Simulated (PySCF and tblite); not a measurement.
Results of a calculation; reference values are marked as such.
C5H10OS, numbered as in [O:1]=[S:2]1[CH2:3][CH2:4][CH2:5][CH2:6][CH2:7]1. Level: PBE0-D3(BJ)/def2-TZVP//PBE0-D3(BJ)/def2-SVP, thermal terms from GFN2-xTB, symmetry numbers and mirror pairs counted. Conformers within 4 kcal/mol (GFN2-xTB free energy) were kept, 5 at most. GIAO shieldings: PBE0/pcSseg-1. Shifts are against TMS (¹H), TMS (¹³C) at the same level; of two unlike H on one atom, a is the less shielded. Codes: tblite and PySCF.

The 6-ring runs over atoms 2–3–4–5–6–7. Of a mirror pair one member is shown.

| conformer | shape | point group | mirror pair | ΔE(DFT) | Δ(G−E) at 400 K | δ H3b/H7b (ppm) |
| --- | --- | --- | --- | --- | --- | --- |
| 1 | 6-ring chair (O1 axial) | Cs | no | 0.00 | 0.00 | 1.82 |
| 2 | 6-ring chair (all substituents equatorial) | Cs | no | 0.76 | -0.25 | 2.91 |
| 3 | 6-ring twist-boat (ring torsions -68, 37, 34, -74, 38, 26°) | C1 | yes | 5.22 | -0.20 | 2.64 |

Energies in kcal/mol; the thermal term leaves out symmetry numbers and mirror images.

Problem. Work out the weights at 400 K and the ¹H shift of H3b/H7b under fast exchange.

Solution. RT = 0.795 kcal/mol. Each conformer gets RT ln(σ/g), with σ the rotational symmetry number and g = 2 for a mirror pair: 1: σ = 1, g = 1, G = 0.00 + 0.00 + 0.00 = 0.00, 0.00 above the lowest, exp(−ΔG/RT) = 1.000; 2: σ = 1, g = 1, G = 0.76 − 0.25 + 0.00 = 0.51, 0.51 above the lowest, exp(−ΔG/RT) = 0.527; 3: σ = 1, g = 2, G = 5.22 − 0.20 − 0.55 = 4.47, 4.47 above the lowest, exp(−ΔG/RT) = 0.004. The sum is 1.530, so the weights are 65.4, 34.4, 0.2 %. The averaged shift is 2.20 ppm. At 298.15 K it is 2.12 ppm. At 298.15 K the leading conformer alone gives 1.82 ppm and bare DFT energies give 2.05 ppm.
